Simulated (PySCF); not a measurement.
Electron correlation in Ag (silver, neutral)

[Kr] 4d9 5s2, 2D determinant (an excited configuration). Calculation: PySCF 2.14, in x2c-TZVPPall with one added diffuse shell each of s, p, d, f type (9s7p7d3f1g, 95 functions); the spin-free X2C one-electron Hamiltonian (Gaussian nucleus). Frozen: [Ar] 3d10; 19 electrons correlated.

MP2 pair energies summed by pair of shells (mhartree):

```
 pair   energy  share (%)
4d-4d  -281.03       42.4
4p-4d  -172.10       26.0
4d-5s   -71.17       10.7
4p-4p   -48.19        7.3
4s-4d   -31.08        4.7
4s-4p   -23.22        3.5
5s-5s   -20.94        3.2
4p-5s    -9.81        1.5
4s-4s    -4.03        0.6
4s-5s    -0.80        0.1
```

Total MP2 correlation energy: -662.37 mhartree.

Same-spin part -215.21 and opposite-spin part -447.15 mhartree; SCS-MP2 scales them by 1/3 and 6/5 to -608.32 mhartree.

This basis was not built for core-valence correlation, so the inner-shell part is incomplete.
